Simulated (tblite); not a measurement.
Species: C₄H₁₁BO₂Si.
Atom-mapped SMILES: `[CH2:1]=[CH:2][SiH2:3][B:4]([O:5][CH3:6])[O:7][CH3:8]` (hydrogens: H9, H10 on C1; H11 on C2; H12, H13 on Si3; H14, H15, H16 on C6; H17, H18, H19 on C8)

Computed with GFN2-xTB (tblite), gas phase: L-BFGS steps from a force-field or distance-geometry start until the largest atomic force falls under 0.01 eV/Å.

At the end of the run (lengths in Å): B4–O7 1.351, B4–O5 1.364, C2–Si3 1.896, Si3–B4 1.978, C6–H16 1.091, C1=C2 1.324, C8–H17 1.092, B4–O5–C6 123.5°, C2–Si3–B4 110.6°, Si3–B4–O5 127.6°, C1–C2–Si3 124.0°, C1–C2–Si3–B4 78°, C2–Si3–B4–O5 86°, Si3–B4–O5–C6 1°, H12–Si3–B4–O5 -154°, H17–C8–O7–B4 80°.

Question: These geometries were met on the way; a selection of coordinates is given. Order them by energy above the end point, lowest first.
A. B4–O7 1.469, B4–O5 1.475, C2–Si3 1.819, Si3–B4 1.950, C6–H16 1.136, C1=C2 1.363, C8–H17 1.130, B4–O5–C6 114.0°, C2–Si3–B4 112.5°, Si3–B4–O5 120.9°, C1–C2–Si3 121.9°, C1–C2–Si3–B4 70°, C2–Si3–B4–O5 131°, Si3–B4–O5–C6 -54°, H12–Si3–B4–O5 -113°, H17–C8–O7–B4 41°
B. B4–O7 1.358, B4–O5 1.355, C2–Si3 1.897, Si3–B4 1.976, C6–H16 1.089, C1=C2 1.324, C8–H17 1.094, B4–O5–C6 126.1°, C2–Si3–B4 119.1°, Si3–B4–O5 129.5°, C1–C2–Si3 121.3°, C1–C2–Si3–B4 69°, C2–Si3–B4–O5 100°, Si3–B4–O5–C6 -5°, H12–Si3–B4–O5 -137°, H17–C8–O7–B4 66°
C. B4–O7 1.349, B4–O5 1.368, C2–Si3 1.874, Si3–B4 1.972, C6–H16 1.084, C1=C2 1.335, C8–H17 1.093, B4–O5–C6 120.2°, C2–Si3–B4 113.5°, Si3–B4–O5 120.0°, C1–C2–Si3 120.9°, C1–C2–Si3–B4 69°, C2–Si3–B4–O5 128°, Si3–B4–O5–C6 -51°, H12–Si3–B4–O5 -117°, H17–C8–O7–B4 44°
D. B4–O7 1.353, B4–O5 1.359, C2–Si3 1.907, Si3–B4 1.994, C6–H16 1.094, C1=C2 1.328, C8–H17 1.099, B4–O5–C6 124.5°, C2–Si3–B4 116.8°, Si3–B4–O5 128.8°, C1–C2–Si3 119.9°, C1–C2–Si3–B4 69°, C2–Si3–B4–O5 108°, Si3–B4–O5–C6 -17°, H12–Si3–B4–O5 -131°, H17–C8–O7–B4 58°
E. B4–O7 1.360, B4–O5 1.355, C2–Si3 1.863, Si3–B4 1.930, C6–H16 1.085, C1=C2 1.320, C8–H17 1.091, B4–O5–C6 121.7°, C2–Si3–B4 115.6°, Si3–B4–O5 127.6°, C1–C2–Si3 121.2°, C1–C2–Si3–B4 69°, C2–Si3–B4–O5 118°, Si3–B4–O5–C6 -33°, H12–Si3–B4–O5 -123°, H17–C8–O7–B4 52°

Answer: B (0.148 eV), D (0.248 eV), E (0.457 eV), C (0.762 eV), A (1.336 eV).

```tsv
step	E above end (eV)	rms distance from the end, all atoms (Å)	largest force (eV/Å)	rms shift of all bonds from the end (Å)
14	0.148	0.309	0.311	0.005
10	0.248	0.334	0.380	0.006
6	0.457	0.376	0.582	0.015
2	0.762	0.413	1.200	0.012
0	1.336	0.423	3.650	0.048
```

Rows stand in the order of the answer.
